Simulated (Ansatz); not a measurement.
Isolated molecules relaxed with PBE0-D4/def2-TZVP in Ansatz; ΔE leaves out vibrations. CCSD(T)/CBS adds triple-zeta CCSD(T) − MP2 to the extrapolated MP2 energy (def2 sets, frozen cores). This one scheme is used for every species. Functionals use def2-TZVPP. B3LYP here is the variant with VWN-RPA as its local correlation; programs differ in this. For Ge outer-core shells are correlated without core-valence functions, which leaves a few kJ/mol of doubt a bond. Scalar relativity is left out up to krypton. One conformer a species, not always the lowest.

Consider the ligand exchange at the Si–S bond: `N[SiH2][S][GeH3]` + `OCO` → `N[SiH2]OCO` + `[SH][GeH3]`.

```json
{"level": "PBE-D4", "ΔE (kJ/mol)": "-17.6", "difference from CCSD(T)/CBS": "10.5"}
{"level": "r2SCAN-D4", "ΔE (kJ/mol)": "-27.5", "difference from CCSD(T)/CBS": "0.6"}
{"level": "PBE0-D4", "ΔE (kJ/mol)": "-19.8", "difference from CCSD(T)/CBS": "8.3"}
{"level": "B3LYP-D4", "ΔE (kJ/mol)": "-32.5", "difference from CCSD(T)/CBS": "-4.4"}
{"level": "ωB97X-V", "ΔE (kJ/mol)": "-31.9", "difference from CCSD(T)/CBS": "-3.8"}
{"level": "ωB97M-V", "ΔE (kJ/mol)": "-31.7", "difference from CCSD(T)/CBS": "-3.6"}
{"level": "B2PLYP", "ΔE (kJ/mol)": "-35.4", "difference from CCSD(T)/CBS": "-7.3"}
{"level": "PBE", "ΔE (kJ/mol)": "-20.3", "difference from CCSD(T)/CBS": "7.8"}
{"level": "r2SCAN", "ΔE (kJ/mol)": "-28.0", "difference from CCSD(T)/CBS": "0.1"}
{"level": "PBE0", "ΔE (kJ/mol)": "-22.3", "difference from CCSD(T)/CBS": "5.8"}
{"level": "B3LYP", "ΔE (kJ/mol)": "-37.2", "difference from CCSD(T)/CBS": "-9.1"}
{"level": "HF/def2-TZVPP", "ΔE (kJ/mol)": "-46.7", "difference from CCSD(T)/CBS": "-18.6"}
{"level": "MP2/def2-TZVPP", "ΔE (kJ/mol)": "-28.3", "difference from CCSD(T)/CBS": "-0.2"}
{"level": "SCS-MP2/def2-TZVPP", "ΔE (kJ/mol)": "-34.0", "difference from CCSD(T)/CBS": "-5.9"}
{"level": "CCSD/def2-TZVPP", "ΔE (kJ/mol)": "-35.5", "difference from CCSD(T)/CBS": "-7.4"}
{"level": "CCSD(T)/def2-TZVPP", "ΔE (kJ/mol)": "-32.4", "difference from CCSD(T)/CBS": "-4.3"}
{"level": "HF/def2-QZVPP", "ΔE (kJ/mol)": "-48.2", "difference from CCSD(T)/CBS": "-20.1"}
{"level": "MP2/def2-QZVPP", "ΔE (kJ/mol)": "-26.5", "difference from CCSD(T)/CBS": "1.6"}
{"level": "SCS-MP2/def2-QZVPP", "ΔE (kJ/mol)": "-32.0", "difference from CCSD(T)/CBS": "-3.9"}
{"level": "HF/CBS(def2)", "ΔE (kJ/mol)": "-48.4", "difference from CCSD(T)/CBS": "-20.3"}
{"level": "MP2/CBS(def2)", "ΔE (kJ/mol)": "-24.1", "difference from CCSD(T)/CBS": "4.0"}
{"level": "CCSD/CBS(def2)", "ΔE (kJ/mol)": "-31.2", "difference from CCSD(T)/CBS": "-3.1"}
{"level": "CCSD(T)/CBS", "ΔE (kJ/mol)": "-28.1", "difference from CCSD(T)/CBS": "0"}
```

Largest T1 diagnostic among the species: 0.011.

The D4 term adds +4.7 kJ/mol with B3LYP and +2.5 kJ/mol with PBE0; it sums over pairs of atoms, weighted by their polarisabilities, and B3LYP, whose exchange is more repulsive, gets the larger term. In def2-TZVPP, CCSD(T) changes the Hartree–Fock value by +14.3 kJ/mol (the triples alone add +3.1 kJ/mol) and MP2 by +18.3 kJ/mol.
